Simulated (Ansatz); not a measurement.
CH6BNTe can be A, `CB(N)[TeH]`, or B, `NCB[TeH]`.

Computed with Ansatz on PBE0-D4/def2-TZVP structures; ΔE is electronic, products minus reactants. CCSD(T)/CBS adds triple-zeta CCSD(T) − MP2 to the extrapolated MP2 energy (def2 sets, frozen cores). DFT in def2-TZVPP. B3LYP here is the variant with VWN-RPA as its local correlation; programs differ in this. def2 core potentials past Kr. For Te outer-core shells are correlated without core-valence functions, which leaves a few kJ/mol of doubt a bond. One conformer a species, not always the lowest.

Question: Which is lower in electronic energy at CCSD(T)/CBS, and by how much? (Estimate.)

Answer: The calculation gave: A, by 205.5 kJ/mol.

Question: Give E(B) − E(A) in kJ/mol with ωB97M-V, B3LYP, PBE-D4, PBE0-D4, B3LYP-D4, r2SCAN-D4, HF/def2-TZVPP. (An estimate is asked.)

Answer: Computed: ωB97M-V 208.2, B3LYP 204.2, PBE-D4 201.9, PBE0-D4 204.9, B3LYP-D4 206.7, r2SCAN-D4 208.2, HF/def2-TZVPP 203.0. None reverses the order clearly.

Largest T1 diagnostic: 0.013.

From PBE to PBE0 (25 % exact exchange), in def2-TZVPP and without D4, E(B) − E(A) moves by +3.3 kJ/mol.
